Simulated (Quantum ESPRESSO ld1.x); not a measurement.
These are the eigenvalues of the occupied orbitals of an atom or ion with whole-number occupations (Ry). Method: scalar-relativistic Kohn-Sham, relativistic LDA (MacDonald-Vosko exchange, VWN5 correlation), spin-unpolarised, spherical densities, point nucleus; computed with ld1.x of Quantum ESPRESSO 7.5.

| orbital | eigenvalue |
|---|---|
| 1s | -2122.5073 |
| 2s | -322.7143 |
| 2p | -290.4186 |
| 3s | -64.0307 |
| 3p | -53.4294 |
| 3d | -36.9915 |
| 4s | -11.9735 |
| 4p | -8.7508 |
| 4d | -4.0655 |
| 5s | -2.6754 |

Which element is it, and in what charge state? The configuration may be excited.

Answer. Z = 50, tin, charge +3: Sn3+ in [Kr] 4d10 5s1. The list shows which subshells hold electrons but not how many an open one holds; the 1s level, -1061.3 hartree, gives Z - s = 46.1 by -(Z - s)^2/2, which with screening and relativity narrows Z to a few neighbours, and the depths of the outer levels then fix element, charge and occupations together.
